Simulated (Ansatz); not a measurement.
`B/N=C\Cl` and `BC=NB` differ in one atom or group.

Ansatz, PBE0-D4/def2-TZVP geometries, multiplicity 1. 

```
                                                                                  property  `B/N=C\Cl`
ideal-gas entropy at 298 K and 1 bar (rigid rotor, harmonic PBE0-D4/def2-TZVP) / J/(mol·K)         295
                                                       HOMO–LUMO gap (PBE/def2-TZVPP) / eV        5.07
                                                        LUMO energy (PBE0/def2-TZVPP) / eV       -1.06
                                                     LUMO energy (ωB97M-V/def2-TZVPP) / eV        1.14
                                                         LUMO energy (PBE/def2-TZVPP) / eV       -2.09
                                                       LUMO energy (B3LYP/def2-TZVPP) / eV       -1.29
```

What does the change do to each property? (Estimate.)

Ansatz gave: 
| property | `BC=NB` | shift |
| --- | --- | --- |
| ideal-gas entropy at 298 K and 1 bar (rigid rotor, harmonic PBE0-D4/def2-TZVP) / J/(mol·K) | 299 | 4 |
| HOMO–LUMO gap (PBE/def2-TZVPP) / eV | 2.58 | -2.49 |
| LUMO energy (PBE0/def2-TZVPP) / eV | -2.97 | -1.91 |
| LUMO energy (ωB97M-V/def2-TZVPP) / eV | -0.93 | -2.07 |
| LUMO energy (PBE/def2-TZVPP) / eV | -3.94 | -1.85 |
| LUMO energy (B3LYP/def2-TZVPP) / eV | -3.18 | -1.89 |

With PBE0 the HOMO rises by 0.65 eV and the LUMO falls by 1.91 eV, so the gap narrows by about 2.56 eV. PBE moves the HOMO by 0.64 eV and ωB97M-V by 0.51 eV. The zero-point energy changes by 50.9 kJ/mol with +6 modes.

B3LYP here is the variant with VWN-RPA as its local correlation; programs differ in this.
